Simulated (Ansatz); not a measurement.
All values below come from frozen-core CCSD(T)/def2-TZVPP // B3LYP-D3(BJ)/def2-TZVP (Ansatz, a program for electronic structure).

Ansatz 0.2 input:
```yaml
crystal:
  periodic: [false, false, false]
  atoms:
    - { symbol: Cl, position_ang: [1.7155, 0.972191, -0.064192] }
    - { symbol: Si, position_ang: [-0.004775, -0.144415, 0.009193] }
    - { symbol: Cl, position_ang: [-1.647544, 1.083224, -0.066662] }
    - { symbol: H, position_ang: [-0.029922, -0.877761, 1.282783] }
    - { symbol: H, position_ang: [-0.03326, -1.033239, -1.161124] }
basis:
  gaussian: { orbitals: def2-TZVPP }
correlation:
  method: ccsd_t
```

Output:

```
Functional definition: HF
895 factors; integrals over basis functions are off by at most 6.8e-4 eV
mean field evaluation 1: about -32903.8125 eV, gradient 1.7e1 eV
mean field evaluation 2: about -32904.0018 eV, gradient 1.7e1 eV
mean field evaluation 4: about -32905.0285 eV, gradient 2.0e0 eV
mean field evaluation 8: about -32905.0507 eV, gradient 1.0e-1 eV
mean field evaluation 16: about -32904.6184 eV, gradient 7.8e0 eV
mean field -32905.05080542 eV, -1209.2383132547 hartree, gradient 3.7e-6 eV, S^2 0.000000; 0 other end points of the search recorded, 0 dependent functions left out
15 core orbitals not correlated
reference -32905.05080542 eV, -1209.2383132547 hartree; 10, 10 occupied and 129, 129 virtual orbitals, 895 factors
second order -13.60309609 eV of doubles, -0.00000000 eV of singles
cycle   1  -14.47164169 eV  change   -8.7e-1 eV  update   7.1e-2
cycle   2  -14.80812958 eV  change   -3.4e-1 eV  update   2.0e-2
cycle   3  -14.85193779 eV  change   -4.4e-2 eV  update   8.1e-3
cycle   4  -14.84619414 eV  change    5.7e-3 eV  update   1.9e-3
cycle   5  -14.84574659 eV  change    4.5e-4 eV  update   6.1e-4
cycle   6  -14.84569791 eV  change    4.9e-5 eV  update   1.7e-4
cycle   7  -14.84566604 eV  change    3.2e-5 eV  update   5.4e-5
cycle   8  -14.84567966 eV  change   -1.4e-5 eV  update   1.7e-5
perturbative correction -0.60042373 eV, -0.0220651652 hartree
Total energy: -32920.49690882 eV, -1209.8059470848 hartree
```

Cost: roughly 17 core-seconds.
